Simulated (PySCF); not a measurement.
A GIAO shielding run with PySCF (density fitting, non-relativistic, gas phase) on `O=C[SiH2][Si@@H]([SiH3])[SiH2]S[SiH3]`, CH12OSSi5:

```
$ OMP_NUM_THREADS=1 python probes_run.py task.json out

{"job": {"kind": "nmr", "xc": "PBE0", "basis": "pcSseg-1"}, "charge": 0, "multiplicity": 1}
O     -0.618926    -0.985329    -1.417654
C     -0.220391    -0.159943    -2.208338
Si    -0.300872     1.699222    -1.747597
Si    -0.968996     1.315491     0.457061
Si    -3.215542     0.696960     0.610506
Si     0.455511    -0.235245     1.447863
S      2.266834    -0.170724     0.239561
Si     3.306895    -1.959986     0.740528
H      0.181415    -0.501674    -3.180718
H      0.977455     2.285742    -2.150735
H     -1.292658     2.256658    -2.682222
H     -0.818314     2.595020     1.198573
H     -4.095231     1.743395     0.080819
H     -3.641801     0.479638     1.996639
H     -3.534192    -0.523726    -0.126067
H      0.019775    -1.627941     1.441062
H      0.933367     0.025144     2.808947
H      3.749455    -1.864542     2.126239
H      4.413450    -1.973298    -0.199424
H      2.397616    -3.084184     0.561922
```

Hardware: 1 thread of an Arm Neoverse N1, shared host. The job also computes population analyses, field gradients.

Question: How large is the calculation?

Answer: 112 electrons, 238 basis functions and 1382 auxiliary functions.

Question: How long does it take, and how much memory does it need?

Answer: 2.2 min of wall time, with 13 SCF cycles and 5 response iterations; peak memory 1.2 GiB. Times on a shared host scatter by some tens of per cent.
